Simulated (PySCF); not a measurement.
# Spinor energies of Pb³⁺ (lead, charge +3)

Start: [Xe] 4f14 5d9 6s1 6p1; 5d3/2 filled at m_j = -3/2, -1/2, +1/2, +3/2; 5d5/2 filled at m_j = -3/2, -1/2, +1/2, +3/2, +5/2; 6s1/2 filled at m_j = +1/2; 6p3/2 filled at m_j = +3/2. Calculated with PySCF 2.14 in x2c-SVPall-2c with one added diffuse shell each of s, p type (8s12p7d2f, 93 functions): generalised Hartree-Fock with the X2C-1e Hamiltonian and a Gaussian nucleus; one run each with spin-orbit coupling (SO) switched off, then screened by Boettger's factors. This is a chosen level, not necessarily the ground level.

```
spinor shell  electrons  ε, spin-free (eV)  ε, screened SO (eV)  weight of nominal j (screened SO)  rms radius, screened SO (bohr)
       1s1/2          2           -88541.3             -88502.5                              1.000                          0.0181
       2s1/2          2           -16027.4             -16015.1                              1.000                          0.0730
       2p1/2          2           -13773.9             -15358.7                              1.000                          0.0617
       2p3/2          4           -13773.9             -13163.4                              1.000                          0.0700
       3s1/2          2            -3949.7              -3945.7                              1.000                           0.186
       3p1/2          2            -3293.7              -3650.2                              1.000                           0.178
       3p3/2          4            -3293.7              -3153.3                              1.000                           0.195
       3d3/2          4            -2611.0              -2671.7                              1.000                           0.171
       3d5/2          6            -2611.0              -2567.0                              1.000                           0.175
       4s1/2          2            -962.84              -961.67                              1.000                           0.408
       4p1/2          2            -744.13              -832.40                              1.000                           0.412
       4p3/2          4            -744.13              -709.21                              1.000                           0.446
       4d3/2          4            -484.50              -497.75                              1.000                           0.459
       5s1/2          2            -203.14              -203.09                              1.000                           0.912
       4f5/2          6            -196.59              -198.96                              0.999                           0.494
       4f7/2          8            -196.59              -193.97                              0.999                           0.495
       5p1/2          2            -139.35              -156.89                              0.999                           0.974
       5p3/2          4            -139.35              -132.63                              0.999                            1.06
       5d3/2          4            -63.563              -65.311                              0.948                            1.34
       5d5/2          5            -63.563              -62.463                              0.958                            1.35
       6s1/2          1            -45.660              -45.697                              0.998                            2.22
       6p3/2          1            -33.210              -32.342                              1.000                            2.69
```

Question: Where does 4d5/2 lie, and what is the 4d spin-orbit splitting (screened SO)?

Answer: At -474.69 eV, 23.065 eV above 4d3/2.

```
   quantity     spin-free   screened SO
E (hartree)  -20861.78596  -20899.47773
        M_J           9/2           9/2
       ⟨J²⟩        24.760        24.760
       ⟨L²⟩        12.008        12.184
       ⟨S²⟩         3.751         3.934
```

Each row is a mean over spinors that exchange with the open shell spreads, by up to 6.433 eV (5p3/2).

Breit and QED terms are absent; they matter most for the inner s and p1/2 levels.

Densities and radii are taken from the X2C orbitals without a picture-change correction, which distorts them close to the nucleus.

Without spin-orbit coupling the j labels of p, d and f shells carry no meaning; the spin-free column gives the mean over the occupied spinors of each nl shell.
